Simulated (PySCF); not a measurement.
A structure optimised at B3LYP-D3(BJ)/def2-SVP, used in a PySCF frequency run:

```
Zn
Br 1 2.2471
I 1 2.4357 2 180.00
```

### Question
Write its SMILES, formula and point group.

### Answer
[Br][Zn][I], BrIZn, C∞v

### Question
What are its rotational constants (standard atomic weights)?

### Answer
0.46165 GHz (linear rotor, B only)
